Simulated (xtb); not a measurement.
xtb input:

```bash
xtb mol.xyz --gfn 2 --sp --chrg 1 --uhf 0
```
mol.xyz:
```
4

Te    -0.00016315    -0.22127057     0.12767449
F     -1.91165551    -0.25385779    -0.29829245
F      0.00103462     1.40321533    -0.80966397
F      1.91156352     0.12909464     0.37028156
```

What final total energy does it print?

-16.69356 Eh (GFN2-xTB).

This state (charge 1, singlet) is run at the relaxed geometry of the species with charge 0 and multiplicity 2.
